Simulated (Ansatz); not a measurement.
A nudged elastic band was laid between two geometries of C$_{4}$H$_{5}$I (10 atoms, charge 0, multiplicity 1).

Level of theory: Ansatz 0.2.0, RKS r2SCAN-D4/def2-SVP.

```json
{"movable images": "5", "climbing image": "yes", "spring": "5.0 eV/Å²", "optimiser": "quadratic models (default)", "start path": "through a guess of the saddle point", "force threshold": "0.05 eV/Å", "iteration limit": "60", "end points": "relaxed"}
```

Initial state:

```xyz
10
Properties=species:S:1:pos:R:3
I -2.559 -0.291 1.020
C -0.411 0.116 0.768
C 0.430 -1.036 0.325
C 0.852 -0.397 -0.787
C 0.000 0.832 -0.554
H -0.136 0.618 1.707
H 0.636 -2.007 0.782
H 1.575 -0.651 -1.569
H 0.527 1.794 -0.426
H -0.831 0.971 -1.264
```

Final state:

```xyz
10
Properties=species:S:1:pos:R:3
I -2.572 0.671 0.772
C -0.413 0.247 0.735
C 0.025 -1.005 -0.083
C 0.848 -0.018 -0.883
C 0.403 1.065 -0.212
H -0.131 0.265 1.798
H 0.573 -1.777 0.485
H 1.568 -0.154 -1.696
H 0.581 2.141 -0.281
H -0.799 -1.487 -0.633
```

Problem. Which bonds break or form, and what moves?

Solution. Bonds broken: C5–H10. Bonds formed: C3–H10.  The two ends are copies of one structure, up to a mirror image or an exchange of like atoms.

Problem. What energy profile does the band end with?

Solution. It converged. The highest image is number 3 of 0 to 6, 337.8 kJ/mol above the ends, which have the same energy within 2 meV. Neighbouring images differ by up to 2.0 eV, so the band resolves the path poorly. A vibrational analysis at the climbing image gives one clearly imaginary mode, 835i cm⁻¹: a first-order saddle point. The orbitals stay closed-shell, which can raise the energy where a bond breaks towards radicals; this wasn't checked here.

```
image  path coordinate (Å)  energy (kJ/mol)  C5–H10 (Å)  C3–H10 (Å)
    0                 0.00              0.0        1.10        2.85
    1                 0.74             17.5        1.10        2.62
    2                 1.47            146.5        1.16        2.23
    3                 2.21            337.8        1.71        1.95
    4                 3.04            200.3        2.07        1.19
    5                 3.86             22.0        2.60        1.10
    6                 4.69              0.0        2.85        1.10
```

Problem. What is the geometry of the highest image?

Solution. 
```xyz
10
Properties=species:S:1:pos:R:3:forces:R:3
I -2.549 0.089 1.405 0.00 0.00 0.00
C -0.503 0.188 0.731 0.01 -0.01 0.02
C 0.296 -1.007 0.388 -0.03 0.00 -0.01
C 0.814 -0.237 -0.746 0.02 0.02 0.01
C -0.013 0.964 -0.470 -0.01 0.00 -0.02
H 0.065 0.745 1.511 0.00 0.00 0.00
H 0.031 -2.064 0.457 0.00 0.00 0.00
H 1.760 -0.309 -1.301 0.00 0.00 0.00
H 0.266 2.023 -0.529 0.00 0.00 0.00
H -0.083 -0.443 -1.444 0.00 0.01 0.00
```

Time of the run: 6.3 min on 2 threads of Arm Neoverse V2, on a shared host, peak memory 0.17 GiB.
